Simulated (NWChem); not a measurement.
System: C₃H₆OSi; SMILES C=C1C[SiH2]O1

Parts of the log:

```
             Northwest Computational Chemistry Package (NWChem) 7.3.0
             --------------------------------------------------------

 CS  symmetry detected

                             Geometry "geometry" -> ""
                             -------------------------

 Output coordinates in angstroms (scale by  1.889725989 to convert to a.u.)

  No.       Tag          Charge          X              Y              Z
 ---- ---------------- ---------- -------------- -------------- --------------
    1 C                    6.0000     0.11305683     2.20051844     0.00000000
    2 C                    6.0000     0.00052441     0.87332325     0.00000000
    3 C                    6.0000    -1.22815116    -0.02892012     0.00000000
    4 Si                  14.0000     0.07344684    -1.38979457     0.00000000
    5 O                    8.0000     1.07299880     0.00061531     0.00000000
    6 H                    1.0000    -0.78053113     2.82521545     0.00000000
    7 H                    1.0000     1.09683277     2.67321833     0.00000000
    8 H                    1.0000    -1.85834067     0.07306245     0.89581300
    9 H                    1.0000    -1.85834067     0.07306245    -0.89581300
   10 H                    1.0000     0.23777653    -2.23094330     1.21825200
   11 H                    1.0000     0.23777653    -2.23094330    -1.21825200

 Effective nuclear repulsion energy (a.u.)     221.7213007506

      Symmetry information
      --------------------

 Group name             Cs
 Group number              2
 Group order               2
 No. of unique centers     9

  pbe96 is a nonlocal functional; adding pw91lda local functional.

                                 NWChem DFT Module
                                 -----------------

 Summary of "ao basis" -> "ao basis" (spherical)
 ------------------------------------------------------------------------------
       Tag                 Description            Shells   Functions and Types
 ---------------- ------------------------------  ------  ---------------------
 C                           6-31g*                  6       14   3s2p1d
 Si                          6-31g*                  8       18   4s3p1d
 O                           6-31g*                  6       14   3s2p1d
 H                           6-31g*                  2        2   2s

      Symmetry analysis of basis
      --------------------------

        a'         61
        a"         25

            General Information
            -------------------
          SCF calculation type: DFT
          Wavefunction type:  closed shell.
          No. of atoms     :    11
          No. of electrons :    46
           Alpha electrons :    23
            Beta electrons :    23
          Charge           :     0
          Spin multiplicity:     1
          Use of symmetry is: on ; symmetry adaption is: on
          Maximum number of iterations: 150
          AO basis - number of functions:    86
                     number of shells:    44
          Convergence on energy requested:  1.00D-06
          Convergence on density requested:  1.00D-05
          Convergence on gradient requested:  5.00D-04

              XC Information
              --------------
                     Hartree-Fock (Exact) Exchange  1.000
                     LC-wPBE(h)Exchange Functional  1.000
            Perdew 1991 LDA Correlation Functional  1.000 local
           PerdewBurkeErnz. Correlation Functional  1.000 non-local

           Range-Separation Parameters
           ---------------------------
           Alpha           :  0.00
           Beta            :  1.00
           Gamma           :  0.40
           Short-Range HF  :     F

             Grid Information
             ----------------
          Grid used for XC integration:  medium
          Radial quadrature: Mura-Knowles
          Angular quadrature: Lebedev.
          Tag              B.-S. Rad. Rad. Pts. Rad. Cut. Ang. Pts.
          ---              ---------- --------- --------- ---------
          C                   0.70       49          11.0       434
          Si                  1.10       88          11.0       590
          O                   0.60       49           9.0       434
          H                   0.35       45          12.0       434
          Grid pruning is: on
          Number of quadrature shells:   464
          Spatial weights used:  Erf1

      Superposition of Atomic Density Guess
      -------------------------------------

 Sum of atomic energies:        -479.54181743

      Non-variational initial energy
      ------------------------------

 Total energy =    -482.288420
 1-e energy   =   -1098.784246
 2-e energy   =     394.774525
 HOMO         =      -0.261163
 LUMO         =       0.031520

      Symmetry analysis of molecular orbitals - initial
      -------------------------------------------------

  Numbering of irreducible representations:

     1 a'          2 a"

  Orbital symmetries:

     1 a'          2 a'          3 a'          4 a'          5 a'
     6 a'          7 a'          8 a"          9 a'         10 a'
    11 a'         12 a'         13 a'         14 a'         15 a'
    16 a"         17 a'         18 a'         19 a"         20 a'
    21 a"         22 a'         23 a"         24 a'         25 a"
    26 a'         27 a'         28 a"         29 a'         30 a'
    31 a'         32 a"         33 a'

     ---------------------------------------------
      Total Density - Mulliken Population Analysis
     ---------------------------------------------

    Atom       Charge   Shell Charges
 -----------   ------   -------------------------------------------------------
    1 C    6     6.73   2.00  0.74  2.08  0.63  1.26  0.03
    2 C    6     5.39   2.00  0.70  1.62  0.43  0.57  0.07
    3 C    6     6.77   2.00  0.72  2.05  0.68  1.29  0.02
    4 Si  14    13.09   2.00  2.00  5.97  0.93  1.42  0.27  0.33  0.17
    5 O    8     8.88   2.00  0.93  3.07  0.96  1.90  0.02
    6 H    1     0.76   0.45  0.30
    7 H    1     0.77   0.46  0.31
    8 H    1     0.74   0.45  0.29
    9 H    1     0.74   0.45  0.29
   10 H    1     1.07   0.47  0.60
   11 H    1     1.07   0.47  0.60

   convergence    iter        energy       DeltaE   RMS-Dens  Diis-err
 ---------------- ----- ----------------- --------- --------- ---------
 d= 0,ls=0.0,diis     1   -482.2663643178 -7.04D+02  1.02D-02  7.40D-01
 d= 0,ls=0.0,diis     2   -482.3130790402 -4.67D-02  4.52D-03  4.36D-01
 d= 0,ls=0.0,diis     3   -482.3508040972 -3.77D-02  1.14D-03  2.88D-02
 d= 0,ls=0.0,diis     4   -482.3535879227 -2.78D-03  3.84D-04  1.50D-03
 d= 0,ls=0.0,diis     5   -482.3537677466 -1.80D-04  1.34D-04  2.05D-04
  Resetting Diis
 d= 0,ls=0.0,diis     6   -482.3537933759 -2.56D-05  4.06D-05  8.16D-06
 d= 0,ls=0.0,diis     7   -482.3537950192 -1.64D-06  1.64D-05  1.04D-06
 d= 0,ls=0.0,diis     8   -482.3537951576 -1.38D-07  5.70D-06  4.74D-07

         Total DFT energy =     -482.353795157632
      One electron energy =    -1102.707781243922
           Coulomb energy =      446.439361713763
    Exchange-Corr. energy =      -47.806676378101
 Nuclear repulsion energy =      221.721300750628

 Numeric. integr. density =       45.999992704369

                  Occupations of the irreducible representations
                  ----------------------------------------------

                     irrep           alpha         beta
                     --------     --------     --------
                     a'               18.0         18.0
                     a"                5.0          5.0

                       DFT Final Molecular Orbital Analysis
                       ------------------------------------

 Vector   21  Occ=2.000000D+00  E=-4.384483D-01  Symmetry=a'
              MO Center=  3.1D-01,  2.7D-01,  1.1D-13, r^2= 2.6D+00
   Bfn.  Coefficient  Atom+Function         Bfn.  Coefficient  Atom+Function
  ----- ------------  ---------------      ----- ------------  ---------------
    63      0.410544   5 O  px               67      0.282355   5 O  px
    31      0.243817   3 C  px               17     -0.232302   2 C  px
    64      0.186992   5 O  py               50     -0.178226   4 Si py
    32      0.171259   3 C  py               18     -0.159480   2 C  py
     4      0.154817   1 C  py               35      0.151537   3 C  px

 Vector   22  Occ=2.000000D+00  E=-4.237888D-01  Symmetry=a'
              MO Center= -4.9D-01, -3.9D-01, -7.0D-15, r^2= 2.7D+00
   Bfn.  Coefficient  Atom+Function         Bfn.  Coefficient  Atom+Function
  ----- ------------  ---------------      ----- ------------  ---------------
    32      0.360673   3 C  py               49      0.296773   4 Si px
    63     -0.234283   5 O  px               36      0.232267   3 C  py
    50     -0.193106   4 Si py               31     -0.182361   3 C  px
    67     -0.161877   5 O  px               18     -0.138685   2 C  py
    34     -0.131596   3 C  s                45     -0.122816   4 Si px

 Vector   23  Occ=2.000000D+00  E=-3.306836D-01  Symmetry=a"
              MO Center=  2.5D-01,  1.2D+00, -1.4D-16, r^2= 2.5D+00
   Bfn.  Coefficient  Atom+Function         Bfn.  Coefficient  Atom+Function
  ----- ------------  ---------------      ----- ------------  ---------------
     5      0.405952   1 C  pz               65     -0.333185   5 O  pz
     9      0.321895   1 C  pz               19      0.298067   2 C  pz
    69     -0.276678   5 O  pz               23      0.190560   2 C  pz
    84      0.115485  10 H  s                86     -0.115485  11 H  s
    33     -0.069120   3 C  pz               55     -0.067987   4 Si pz

 Vector   24  Occ=0.000000D+00  E= 7.916158D-02  Symmetry=a'
              MO Center= -2.8D-02, -1.6D+00,  9.4D-16, r^2= 4.0D+00
   Bfn.  Coefficient  Atom+Function         Bfn.  Coefficient  Atom+Function
  ----- ------------  ---------------      ----- ------------  ---------------
    53      0.930028   4 Si px               34      0.418632   3 C  s
    66     -0.372042   5 O  s                49      0.344523   4 Si px
    54      0.295480   4 Si py               36     -0.282147   3 C  py
    52     -0.230803   4 Si s                68      0.175911   5 O  py
    35      0.163753   3 C  px               78     -0.154407   7 H  s

 Vector   25  Occ=0.000000D+00  E= 1.280319D-01  Symmetry=a"
              MO Center= -2.3D-01,  1.1D+00, -2.0D-15, r^2= 3.0D+00
   Bfn.  Coefficient  Atom+Function         Bfn.  Coefficient  Atom+Function
  ----- ------------  ---------------      ----- ------------  ---------------
     9      0.552601   1 C  pz               80      0.527479   8 H  s
    82     -0.527479   9 H  s                23     -0.510629   2 C  pz
    19     -0.429007   2 C  pz               37     -0.383995   3 C  pz
     5      0.327943   1 C  pz               69      0.235952   5 O  pz
    65      0.214273   5 O  pz               79      0.108580   8 H  s

 Vector   26  Occ=0.000000D+00  E= 1.356633D-01  Symmetry=a'
              MO Center=  6.5D-02, -1.6D+00,  2.2D-14, r^2= 5.1D+00
   Bfn.  Coefficient  Atom+Function         Bfn.  Coefficient  Atom+Function
  ----- ------------  ---------------      ----- ------------  ---------------
    54      1.617232   4 Si py               34     -0.882346   3 C  s
    20     -0.647080   2 C  s                84      0.504672  10 H  s
    86      0.504672  11 H  s                53     -0.479136   4 Si px
    52      0.360359   4 Si s                22      0.356888   2 C  py
    36      0.344678   3 C  py                6     -0.252480   1 C  s

     ---------------------------------------------
      Total Density - Mulliken Population Analysis
     ---------------------------------------------

    Atom       Charge   Shell Charges
 -----------   ------   -------------------------------------------------------
    1 C    6     6.50   2.00  0.65  2.10  0.62  1.11  0.03
    2 C    6     5.59   2.00  0.67  1.97  0.40  0.48  0.08
    3 C    6     6.63   2.00  0.63  2.13  0.69  1.16  0.03
    4 Si  14    13.30   2.00  2.00  5.96  0.94  1.78  0.20  0.18  0.25
    5 O    8     8.57   2.00  0.88  2.92  1.00  1.75  0.03
    6 H    1     0.83   0.52  0.32
    7 H    1     0.82   0.51  0.31
    8 H    1     0.79   0.51  0.28
    9 H    1     0.79   0.51  0.28
   10 H    1     1.09   0.50  0.59
   11 H    1     1.09   0.50  0.59

     -------------------------------------------
      Total Density - Lowdin Population Analysis
     -------------------------------------------

    Atom       Charge   Shell Charges
 -----------   ------   -------------------------------------------------------
    1 C    6     6.36   1.99  0.53  1.92  0.44  1.42  0.06
    2 C    6     5.93   1.99  0.51  1.77  0.36  1.13  0.17
    3 C    6     6.46   1.99  0.53  1.95  0.45  1.49  0.06
    4 Si  14    13.46   2.00  1.98  5.88  0.65  1.59  0.36  0.67  0.33
    5 O    8     8.32   1.99  0.84  2.78  0.68  1.98  0.05
    6 H    1     0.86   0.48  0.37
    7 H    1     0.85   0.48  0.37
    8 H    1     0.83   0.48  0.35
    9 H    1     0.83   0.48  0.35
   10 H    1     1.05   0.50  0.55
   11 H    1     1.05   0.50  0.55

     Multipole analysis of the density
     ---------------------------------

     L   x y z        total         alpha         beta         nuclear
     -   - - -        -----         -----         ----         -------
     0   0 0 0     -0.000000    -23.000000    -23.000000     46.000000

     1   1 0 0     -0.748414     -0.374207     -0.374207      0.000000
     1   0 1 0     -0.513732     -0.256866     -0.256866      0.000000
     1   0 0 1     -0.000000     -0.000000     -0.000000      0.000000

     2   2 0 0    -27.447488    -62.370861    -62.370861     97.294234
     2   1 1 0     -0.196055      0.474771      0.474771     -1.145597
     2   1 0 1     -0.000000     -0.000000     -0.000000      0.000000
     2   0 2 0    -26.153706   -166.220351   -166.220351    306.286996
     2   0 1 1     -0.000000     -0.000000     -0.000000      0.000000
     2   0 0 2    -28.456863    -22.394094    -22.394094     16.331326
```

Level: LC-wPBE (HJS exchange hole, range parameter 0.4 per bohr)/6-31G* (spherical d). The geometry was optimised at PBE0/def2-SVP.

### Question
Reconstruct the input file.

### Answer
One answer among several that fit: the input that was run:
```
start job
memory heap 200 mb stack 900 mb global 1100 mb
geometry units angstroms noautoz
  C      0.153633     2.215393     0.000000
  C      0.020269     0.890129     0.000000
  C     -1.222426     0.007295     0.000000
  Si     0.057637    -1.373855     0.000000
  O      1.078904     0.000684     0.000000
  H     -0.730033     2.854048     0.000000
  H      1.144712     2.672583     0.000000
  H     -1.850936     0.119163     0.895813
  H     -1.850936     0.119163    -0.895813
  H      0.208735    -2.217481     1.218252
  H      0.208735    -2.217481    -1.218252
end
basis spherical
  * library 6-31g*
end
dft
  xc xwpbe 1.00 cpbe96 1.0 hfexch 1.00
  cam 0.4 cam_alpha 0.0 cam_beta 1.0
  iterations 150
  mulliken
end
task dft energy
```
